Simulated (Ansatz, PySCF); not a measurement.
GeH6O2Si, SMILES [OH][GeH]([OH])[SiH3]. Atoms are numbered in the order given.

```xyz
10

O     -1.0670    -1.1275    -0.9014
Ge    -0.3695    -0.0916     0.3864
O     -0.9331     1.5978     0.1695
Si     1.9894    -0.3187     0.0923
H     -2.0361    -1.1525    -0.8576
H     -0.9540    -0.4510     1.7656
H     -0.6103     1.9776    -0.6625
H      2.3601     0.1894    -1.2572
H      2.3988    -1.7434     0.2183
H      2.6947     0.4897     1.1247
```

Coordinates come from a TPSSh-D3(BJ)/def2-SVP optimisation. The structure was generated by enumeration, and PubChem lists no compound with its InChIKey, so it may never have been made. The values are those of a single conformer.

Two levels are set side by side: PBE-D3(BJ)/def2-SVP (Ansatz, an electronic-structure program) and TPSSh-D3(BJ)/def2-SVP (PySCF). Each level has its own optimised geometry; the coordinates shown are those of the second. Frequencies come from the Hessian of PySCF at each geometry. Differences are taken from unrounded values.

```json
[
 {"quantity": "mean bond length (Å)", "TPSSh-D3(BJ)": "1.547"},
 {"quantity": "bond O1–Ge2 (Å)", "TPSSh-D3(BJ)": "1.794"},
 {"quantity": "bond Ge2–O3 (Å)", "TPSSh-D3(BJ)": "1.794"},
 {"quantity": "bond Ge2–Si4 (Å)", "TPSSh-D3(BJ)": "2.388"},
 {"quantity": "bond O1–H5 (Å)", "TPSSh-D3(BJ)": "0.970"},
 {"quantity": "bond Ge2–H6 (Å)", "TPSSh-D3(BJ)": "1.540"},
 {"quantity": "bond O3–H7 (Å)", "TPSSh-D3(BJ)": "0.970"},
 {"quantity": "bond Si4–H8 (Å)", "TPSSh-D3(BJ)": "1.489"},
 {"quantity": "bond Si4–H9 (Å)", "TPSSh-D3(BJ)": "1.488"},
 {"quantity": "bond Si4–H10 (Å)", "TPSSh-D3(BJ)": "1.489"},
 {"quantity": "highest harmonic wavenumber (cm⁻¹)", "TPSSh-D3(BJ)": "3797"},
 {"quantity": "mean harmonic wavenumber (cm⁻¹)", "TPSSh-D3(BJ)": "1101"},
 {"quantity": "zero-point energy (kcal/mol)", "TPSSh-D3(BJ)": "37.79"}
]
```

What does PBE-D3(BJ) give, and how far is it from TPSSh-D3(BJ)? (An estimate is asked for; the answer gives what the named calculation found.)


```tsv
quantity	PBE-D3(BJ)	PBE-D3(BJ) minus TPSSh-D3(BJ)
mean bond length (Å)	1.559	0.012
bond O1–Ge2 (Å)	1.807	0.013
bond Ge2–O3 (Å)	1.807	0.013
bond Ge2–Si4 (Å)	2.396	0.008
bond O1–H5 (Å)	0.976	0.006
bond Ge2–H6 (Å)	1.554	0.014
bond O3–H7 (Å)	0.976	0.006
bond Si4–H8 (Å)	1.504	0.016
bond Si4–H9 (Å)	1.503	0.016
bond Si4–H10 (Å)	1.504	0.015
highest harmonic wavenumber (cm⁻¹)	3722	-74
mean harmonic wavenumber (cm⁻¹)	1066	-35
zero-point energy (kcal/mol)	36.57	-1.21
```

GGA bonds tend to be longer and softer than those of functionals with exact exchange. Differences between two approximate levels are no errors against the true value.
